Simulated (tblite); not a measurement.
Isomers of C7H13N. Computed values, GFN2-xTB/tblite, gas phase, harmonic and unscaled. Errors from tens to a few hundred cm⁻¹ against measured bands are possible. One conformer each.

Electronic energies: GFN2-xTB at the same geometries; isomer energies are rough at this level and their order can be wrong.

| SMILES | electronic energy, lowest = 0 (kJ/mol) |
| --- | --- |
| C[C@@H]1C[C@@H]2CC[C@H]1N2 | 0.0 |
| C=C[C@@H]1CN1C(C)C | 168.2 |
| C=CCN(C)C1CC1 | 203.8 |
| C=C(/C=C/C)N(C)C | 174.2 |
| C=C1[C@@H](C)[C@H](C)[C@@H]1N | 162.2 |
| CC(C)C(C)(C)C#N | 108.4 |
| C[C@H](C#N)C(C)(C)C | 102.9 |

Question: How do GFN2-xTB zero-point energies change the relative energies?

Answer: 
```
                       SMILES  ZPE (kJ/mol)  of it from modes above 1550 cm⁻¹  electronic (kJ/mol)  with ZPE, lowest = 0 (kJ/mol)  lowest mode (cm⁻¹)  rings
   C[C@@H]1C[C@@H]2CC[C@H]1N2         501.7                             235.6                  0.0                            0.0                  96      2
          C[C@H](C#N)C(C)(C)C         485.1                             249.8                102.9                           86.2                  52      0
              CC(C)C(C)(C)C#N         485.4                             249.9                108.4                           92.0                  59      0
C=C1[C@@H](C)[C@H](C)[C@@H]1N         486.0                             259.1                162.2                          146.4                  24      1
           C=C[C@@H]1CN1C(C)C         481.9                             245.5                168.2                          148.4                  61      1
             C=C(/C=C/C)N(C)C         478.8                             254.6                174.2                          151.2                  78      0
                C=CCN(C)C1CC1         482.0                             244.6                203.8                          184.0                  54      1
```

The zero-point energies span 22.9 kJ/mol, from `C=C(/C=C/C)N(C)C` to `C[C@@H]1C[C@@H]2CC[C@H]1N2`. The order is unchanged.

Question: What do entropy and thermal enthalpy add at 298.15 K and 1 bar (rigid rotor, harmonic oscillator, one conformer each)?

Answer: 
```
                    SMILES  point group  symmetry number  S (J/(mol K))  H − H(0) (kJ/mol)  ZPE + H − H(0) − TS (kJ/mol)
C[C@@H]1C[C@@H]2CC[C@H]1N2           C1                1          340.7              20.59                         420.8
       C[C@H](C#N)C(C)(C)C           C1                1          398.7              28.92                         395.1
           CC(C)C(C)(C)C#N           Cs                1          400.6              29.15                         395.1
        C=C[C@@H]1CN1C(C)C           C1                1          395.3              27.56                         391.6
          C=C(/C=C/C)N(C)C           C1                1          403.0              29.12                         387.7
             C=CCN(C)C1CC1           C1                1          393.1              26.86                         391.6
```

Not tabulated: `C=C1[C@@H](C)[C@H](C)[C@@H]1N` (lowest mode only 24 cm⁻¹).
